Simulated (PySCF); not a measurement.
Several structures and their simulated spectra, in scrambled order.

A. `O=C1CC[C@@H]1[C@@H]1C[C@@H]1F`
B. `C(C(=C)OC(F)F)(=O)O`
C. `N#Cc1cncc(OC)n1`

Spectrum 1. $^{13}$C{$^{1}$H} NMR (computed): δ 167.9 (C), 154.0 (C, t, J = 3.3 Hz), 122.1 (CH, t, J = 328.1 Hz), 119.0 (CH2).

Spectrum 2. $^{13}$C{$^{1}$H} NMR (computed): δ 218.0 (C), 72.9 (CH), 60.1 (CH), 45.9 (CH2), 22.5 (CH), 19.4 (CH2), 13.0 (CH2).

Spectrum 3. $^{13}$C{$^{1}$H} NMR (computed): δ 166.3 (C), 149.0 (CH), 142.6 (CH), 132.8 (C), 121.2 (C), 56.5 (CH3).

PySCF calculation with shieldings: GIAO PBE0/pcSseg-1, J: B3LYP/pcJ-1 (spin–dipole term left out of most H,H and C,H couplings) and GFN2-xTB structure; equivalent nuclei averaged, no solvent, one computed conformer, non-relativistic.

Referencing at the same level of theory: TMS for $^{13}$C (186.93 ppm). Splittings of carbon signals by F and P are missing where no couplings were computed. One-bond C–F couplings are unscaled and too large by tens of Hz. Acid and N–H amide carbonyl carbons lie up to 10 ppm further downfield in solution (hydrogen bonding). Shifts are as computed. Against solution values, carbons near 30 ppm lie about +3 ppm off and those near 130 ppm about +5 ppm (rms about the fit 2.1 ppm; single classes can miss by 10 ppm). Of 1328 compounds with measured shifts, 309 miss one by over three times the rms of a fit or turn the order of signals round; such compounds aren't used in these exercises. Signals without a measured value on file couldn't be tested in this way; 1H shifts scatter by 0.2 ppm about their fit, and single ones miss by 0.5 ppm.

Question: Match each spectrum to its structure.

Answer: 1–B, 2–A, 3–C.

- Spectrum 1 (B): 4 $^{13}$C signals; δC 167.9 is a carboxylic acid carbon; δC 154.0 is an alkene carbon bearing oxygen.
- Spectrum 2 (A): 7 $^{13}$C signals; δC 218.0 is a ketone carbonyl carbon; δC 72.9 is a three-membered-ring carbon.
- Spectrum 3 (C): 6 $^{13}$C signals; δC 166.3 is an aromatic carbon bearing oxygen; δC 149.0 is an aromatic CH next to a ring nitrogen.
